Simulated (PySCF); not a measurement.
C2H7NSSi, neutral, multiplicity 1. Atoms are numbered in the order given.

```xyz
12

Si     1.0764     0.2925     0.0000
N     -0.0658    -1.0193     0.0000
C     -1.5204    -0.9986     0.0000
C      0.4805    -2.3731     0.0000
H     -1.9182    -1.5142    -0.8931
H     -1.9182    -1.5142     0.8931
H     -1.8982     0.0325     0.0000
H      0.1525    -2.9341     0.8941
H      0.1525    -2.9341    -0.8941
H      1.5810    -2.3325     0.0000
S     -0.3244     1.9735     0.0000
H      0.6692     2.8903     0.0000
```

Geometry: TPSSh-D3(BJ)/def2-SVP. The structure was generated by enumeration; whether it is a known compound was not checked. The values are those of a single conformer.

All values below come from r2SCAN/def2-TZVP (PySCF).

Computed frontier levels, gap, dipole moment and polarisability:
| Property | Result |
|---|---|
| highest occupied level | -5.73 eV |
| lowest empty level | -1.94 eV |
| orbital gap | 3.79 eV |
| dipole moment | 1.83 D |
| quadrupole, principal values (traceless, Buckingham form, about the centre of nuclear charge) | -4.43, -2.50, 6.93 D·Å |
| mean static polarisability | 85.6 bohr³ (12.69 Å³) |
| polarisability, principal values | 60.4, 85.0, 111.5 bohr³ |
